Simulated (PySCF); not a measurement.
C₅H₁₀O.

```xyz
16

C      1.4547    -0.2563     0.9107
C      0.5924    -0.7054    -0.2588
O      1.2144    -0.4068    -1.4906
C     -0.8254    -0.1718    -0.2637
C     -1.5988     0.1730     0.9705
C     -1.1349     1.2666     0.0535
H      2.4655    -0.6697     0.7881
H      1.0574    -0.5998     1.8772
H      1.5479     0.8415     0.9472
H      0.5321    -1.8072    -0.2332
H      1.1287     0.5447    -1.6222
H     -1.4088    -0.5982    -1.0867
H     -2.6635    -0.0725     0.9944
H     -1.1003     0.0831     1.9391
H     -0.3273     1.9125     0.4111
H     -1.8750     1.7827    -0.5635
```

Geometry: PBE0-D3(BJ)/def2-SVP. One conformer was computed; it need not be the lowest.

These are PBE0/pcSseg-1 in PySCF values and carry that method's errors. Non-relativistic, no solvent.

Computed absolute GIAO shielding of each atom: isotropic value and principal components (ppm):
```
atom  σ(iso)    σ11    σ22    σ33  span
----  ------  -----  -----  -----  ----
C1     167.2  149.5  164.2  187.8  38.3
C2     117.6   91.4  108.9  152.5  61.1
O3     258.6  227.8  268.5  279.4  51.6
C4     165.0  126.8  154.2  213.8  87.0
C5     180.1  155.5  172.1  212.7  57.2
C6     186.0  160.2  177.2  220.6  60.4
H7      30.0   26.0   27.3   36.8  10.8
H8      30.7   25.1   29.9   37.2  12.1
H9      31.0   26.6   31.1   35.3   8.7
H10     27.3   24.4   25.7   31.7   7.3
H11     31.5   23.3   30.7   40.3  17.0
H12     30.2   23.5   27.7   39.3  15.8
H13     30.8   24.8   26.2   41.4  16.6
H14     31.2   24.8   29.8   39.0  14.2
H15     31.0   25.0   29.3   38.8  13.7
H16     31.1   25.1   26.3   41.9  16.8
```
